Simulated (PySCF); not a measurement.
Compound: (H3Si)2S.
Bonds: Si1–S5, S5–Si6. Hydrogens: H2, H3, H4 on Si1; H7, H8, H9 on Si6.

Method: PBE0-D3(BJ)/def2-SVP geometry optimisation, gas phase (PySCF).

(1) Give the optimised bond lengths and angles.

Results:

(1) 
| bond | length (pm) |
| --- | --- |
| Si1–H2 and 5 like bonds | 149.2 |
| Si1–S5, S5–Si6 | 215.0 |

Bonds in one row agree within 1 pm and their mean is given. A selection of angles:
| angle | degrees |
| --- | --- |
| H2–Si1–H3 | 108.6 |
| H2–Si1–S5 | 111.1 |
| H4–Si1–S5 | 106.1 |
| Si1–S5–Si6 | 99.1 |

Si1 (silicon bonded to S and 3 H) is tetrahedral (angles from 106.1° to 111.1°).

Point group: C2v (tolerance 0.08 Å). No frequency check.

---

Compound: acetyl chloride, C2H3ClO.
Bonds: C1–C2, C2–O3 (double), C2–Cl4. Hydrogens: H5, H6, H7 on C1.

Computed, not measured: PBE0-D3(BJ)/def2-SVP geometry optimisation, gas phase in PySCF.

Q: Give the optimised bond lengths and angles.

A: 
```csv
bond,length (Å)
C1–C2,1.495
C2=O3,1.182
C2–Cl4,1.796
"C1–H5, C1–H6, C1–H7",1.099
```

Bonds in one row agree within 0.01 Å and their mean is given. A selection of angles:
```csv
angle,degrees
C2–C1–H5,109.5
H5–C1–H6,110.6
H6–C1–H7,107.3
C1–C2–O3,127.7
C1–C2–Cl4,111.6
O3–C2–Cl4,120.7
```

The 4 heavy atoms lie in one plane (0.000 Å rms).

Point group: Cs (every atom within 0.08 Å of its image). PBE0-D3(BJ)/def2-SVP frequencies: not computed here.

---

SbCl3.
Bonds: Sb1–Cl2, Sb1–Cl3, Sb1–Cl4.

Level of theory: PySCF, PBE0-D3(BJ)/def2-SVP geometry optimisation, gas phase, def2 core potentials past Kr.

(1) List the bond lengths and angles at this level.

## Answers

(1) 
| bond | length (bohr) |
| --- | --- |
| Sb1–Cl2, Sb1–Cl3, Sb1–Cl4 | 4.464 |

Bonds in one row agree within 0.02 bohr and their mean is given. A selection of angles:
| angle | degrees |
| --- | --- |
| Cl2–Sb1–Cl3 | 97.7 |

Sb1 (antimony bonded to 3 Cl) is pyramidal (angles 98.1°, 97.9° and 97.7°, sum 293.6°, 1.16 Å off the plane of its three neighbours).

Point group: C3v (tolerance 0.08 Å). Not checked by PBE0-D3(BJ)/def2-SVP frequencies.
